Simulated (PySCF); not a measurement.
An unknown is described by computed data only.

Elements present: C, H, N, O and Si. Monoisotopic mass: 127.0453 u.

| Item | Value |
| --- | --- |
| UV, strongest line | among the 8 lowest singlet transitions: S4 at 7.67 eV (162 nm, f = 0.063) [TDDFT CAM-B3LYP/def2-SVPD] |
| Triplet | lowest triplet excitation (Tamm–Dancoff): 6.23 eV [TDA CAM-B3LYP/def2-SVPD] |
| 13C NMR | chemical shifts (computed TMS as zero) by class: 127.0 (1 C), 54.1 (1 C), 17.4 (1 C), 7.8 (1 C), -1.4 (1 C) ppm [GIAO PBE0/pcSseg-1] |
| NMR, other nuclei | isotropic shieldings of nuclei other than C and H, by class: -23 (1 N), 335 (1 O), 359 (1 Si) ppm [GIAO PBE0/pcSseg-1] |
| Rotational structure | rotational constants A, B, C: 4.952, 0.711, 0.679 GHz [GFN2-xTB] |
| UV, first state | lowest singlet excitation: 7.06 eV (176 nm, f = 0.003) [TDDFT CAM-B3LYP/def2-SVPD] |

The electronic properties come from PySCF, for the isolated species, density fitting. Levels stand in brackets. Isolated species at its GFN2-xTB geometry (one conformer only). NMR values are class means; diastereotopic atoms form classes of their own.

Task: Which formula fits the mass and the elements?

Result: C5H9NOSi (calculated 127.0453). No other formula that holds each of these elements comes within 0.0003 u with a fitting electron parity and a possible valence count.

Task: What is the compound? Reason from the data.

Result: Numbering: `[CH3:1][O:2][SiH2:3][C@@H:4]1[CH2:5][C@H:6]1[C:7]#[N:8]`. Its formula, C5H9NOSi, gives 3 degrees of unsaturation: 1 ring and 2 π bonds in the structure found. 5 carbons fall into 5 classes; from least to most shielded: nitrile carbon [C7] (127.0 ppm), methoxy carbon [C1] (54.1 ppm), three-membered-ring carbon [C5] (17.4 ppm), ring sp3 carbon bound to silicon [C4] (7.8 ppm), sp3 carbon next to a nitrile [C6] (-1.4 ppm). The other shieldings belong to: -23 ppm, nitrile nitrogen [N8]; 335 ppm, silyl ether oxygen [O2]; 359 ppm, oxygen-bound silicon [Si3]. The optimised geometry has point group C1 and is an asymmetric top. Structure: `N#C[C@@H]1C[C@H]1[SiH2]OC`. Computed isomers that give other values at the same levels: `[H]/N=C/CCO[SiH2]C#C` (13C chemical shifts (computed TMS as zero) by class: 176.5 (1 C), 104.0 (1 C), 87.4 (1 C), 65.0 (1 C), 47.2 (1 C) ppm); `C[Si](C)(C=O)CC#N` (13C chemical shifts (computed TMS as zero) by class: 247.8 (1 C), 121.5 (1 C), 0.5 (1 C), -6.8 (2 C) ppm); `C=N[Si@H]1C[C@@H](C=O)C1` (13C chemical shifts (computed TMS as zero) by class: 207.0 (1 C), 174.9 (1 C), 43.3 (1 C), 15.8 (2 C) ppm). The assignments are read from this structure; whether some other isomer fits the data as well wasn't checked. The mirror image fits equally.

Shape of the structure used: `[CH3:1][O:2][SiH2:3][C@@H:4]1[CH2:5][C@H:6]1[C:7]#[N:8]`: C1–O2–Si3–C4 180°, O2–Si3–C4–C5 -125°.
